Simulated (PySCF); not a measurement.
## Radial density of Kr⁺ (krypton, charge +1)

UHF, [Ar] 3d10 4s2 4p4 5s1, high-spin 4P determinant (an excited configuration). All numbers are calculated (PySCF 2.14, the spin-free X2C one-electron Hamiltonian (Gaussian nucleus), in x2c-QZVPPall with one added diffuse shell each of s, p, d, f type (12s9p6d5f1g, 113 functions)).

| r (bohr) | 4πr²ρ (e/bohr) | 4πr²(ρα − ρβ) |
| --- | --- | --- |
| 0.000726 | 0.3691 | 0.0000 |
| 0.00122 | 0.9124 | 0.0001 |
| 0.00206 | 2.207 | 0.0003 |
| 0.00346 | 5.153 | 0.0006 |
| 0.00581 | 11.30 | 0.0014 |
| 0.00978 | 22.27 | 0.0030 |
| 0.0165 | 36.59 | 0.0065 |
| 0.0277 | 44.92 | 0.0168 |
| 0.0465 | 39.11 | 0.0519 |
| 0.0783 | 40.40 | 0.1208 |
| 0.132 | 53.62 | 0.0877 |
| 0.221 | 34.03 | 0.0009 |
| 0.373 | 35.50 | 0.3095 |
| 0.627 | 25.00 | -0.0137 |
| 1.05 | 6.378 | 0.9116 |
| 1.77 | 3.750 | 1.2789 |
| 2.98 | 0.7283 | 0.4302 |
| 5.02 | 0.2269 | 0.2242 |
| 8.44 | 0.002855 | 0.0029 |

Densities and radii are taken from the X2C orbitals without a picture-change correction, which distorts them close to the nucleus.

The outer electron is Rydberg-like, and this basis confines it to a smaller radius and binds it less than a complete one would.

(1) Where is the radial spin density 4πr²(ρα − ρβ) most negative, and why is it negative at all?

Answers

(1) Around r = 0.627 bohr, down to -0.0137 e/bohr: exchange with the open shell polarises the paired shells in an unrestricted calculation.
